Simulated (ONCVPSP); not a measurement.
Before and after: ONCV potential for Fe (Z = 26)

iron (Fe), optimised norm-conserving Vanderbilt (ONCV), made with ONCVPSP 4.0.1 (PBE, scalar-relativistic). Core [Ne], reference 3s2 3p6 3d6 (charge +2). Waves: 3s: rc 1.15 bohr, ncon 3, nbas 6, qcut 8.2 1/bohr, 2 projectors, debl 3.7 Ha; 3p: rc 1.00 bohr, ncon 3, nbas 7, qcut 16.6 1/bohr, 2 projectors, debl 2.3 Ha; 3d: rc 0.85 bohr, ncon 3, nbas 8, qcut 13.1 1/bohr, 3 projectors, debl 2.9 Ha. Local part: polynomial inside 0.80 bohr (lpopt 5, dvloc0 0 Ha). Core correction: none.

In the s channel the program set the typed energies aside and used -4.133, 0.250 Ha. In the p channel the program set the typed energies aside and used -2.885, 0.250 Ha.

Change: all radii scaled by about 1.16 (s 1.34, p 1.16, d 0.98 bohr); local potential polynomial inside 0.92 bohr (lpopt 5, dvloc0 0 Ha).

Cutoffs: the cutoffs (Ha) at which the residual kinetic energy of the hardest occupied pseudo-wave falls to 1 and 0.1 mHa per electron; they do not see the model core or the augmentation charge, which bear on the density cutoff. Errors are all-electron minus pseudo energies relative to the spin-unpolarised reference configuration.

How do hardness, ghosts and transferability respond?

The potential gets softer (84 Ha and 336 Ha → 74 Ha and 84 Ha); of the 3 tests that both files solve, the error grows in 3 and shrinks in 0 by more than 15 % and 0.3 meV (median size 2.8 → 5.3 meV); neither file shows a bound ghost. A larger radius leaves more room for a smooth pseudo-wave, so fewer plane waves are needed. More of the atom is replaced by a form fitted at one configuration, so other configurations suffer.

```tsv
quantity	base	changed
cutoff, loose	84 Ha	74 Ha
cutoff, tight	336 Ha	84 Ha
loose cutoff by channel	s 28 Ha, p 74 Ha, d 84 Ha	s 22 Ha, p 60 Ha, d 74 Ha
bound ghosts	none	none
GHOST(+) flags under 300 eV	none	none
tests with a reliable result	3 of 4	3 of 4
error for 3s2 3p6 3d6 4s2, meV [ΔE -24.93 eV]	+5.4	+6.9
error for 3s2 3p6 3d6 4s1, meV [ΔE -16.20 eV]	+2.6	+3.3
error for 3s2 3p6 3d5, meV [ΔE 34.22 eV]	-2.8	+5.3
```
